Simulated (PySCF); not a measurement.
Species: C3H10FGeN.
SMILES: `[GeH2]([CH2]F)[N](C)C`

Level: CAM-B3LYP/def2-SVPD in PySCF, non-relativistic, on one gas-phase PBE0-D3(BJ)/def2-SVP geometry that isn't relaxed in the solvent. The solvent is an IEF-PCM continuum (van der Waals radii × 1.2), and excitations are vertical TDDFT with non-equilibrium linear response and a frozen core. Specific hydrogen bonds and non-electrostatic terms are outside this model. Spin–orbit coupling is left out although an atom past zinc is present.

Gas-phase singlets (H = HOMO, L = LUMO):

| state | E (eV) | λ (nm) | f | leading configuration |
| --- | --- | --- | --- | --- |
| S1 | 5.639 | 220 | 0.007 | H→L 61% |
| S2 | 6.120 | 203 | 0.009 | H→L+1 49% |
| S3 | 6.435 | 193 | 0.033 | H→L+2 87% |
| S4 | 6.562 | 189 | 0.007 | H→L+3 72% |
| S5 | 6.859 | 181 | 0.030 | H→L+4 78% |

**Question.** How does the list change in chloroform (ε = 4.711)?

**Answer.** 
```csv
state,E (eV),λ (nm),f,leading configuration,change by rank (eV)
S1,5.651,219,0.008,H→L 69%,+0.012
S2,6.212,200,0.014,H→L+1 51%,+0.092
S3,6.400,194,0.038,H→L+2 78%,-0.035
S4,6.614,187,0.010,H→L+3 74%,+0.052
S5,6.892,180,0.033,H→L+4 75%,+0.033
```

**Question.** How do the frontier levels move from gas to chloroform?

**Answer.** 
| orbital | gas (eV) | solvent (eV) | change (eV) |
| --- | --- | --- | --- |
| LUMO+2 | 1.62 | 1.71 | +0.09 |
| LUMO+1 | 1.48 | 1.66 | +0.18 |
| LUMO | 1.07 | 1.20 | +0.13 |
| HOMO | -7.52 | -7.43 | +0.09 |
| HOMO-1 | -10.06 | -9.97 | +0.09 |
| HOMO-2 | -10.76 | -10.64 | +0.12 |
| HOMO-3 | -10.97 | -10.83 | +0.14 |

The HOMO–LUMO gap goes from 8.59 to 8.63 eV.

The run took 78 s of wall time on one thread of an Arm Neoverse N1 (shared host), and the process peaked at 1.1 GiB of memory. This is the whole response run at CAM-B3LYP/def2-SVPD in chloroform, SCF included.

Shape of the structure used: `[CH3:1][N:2]([CH3:3])[GeH2:4][CH2:5][F:6]`: C1–N2–Ge4–C5 71°, N2–Ge4–C5–F6 -64°.
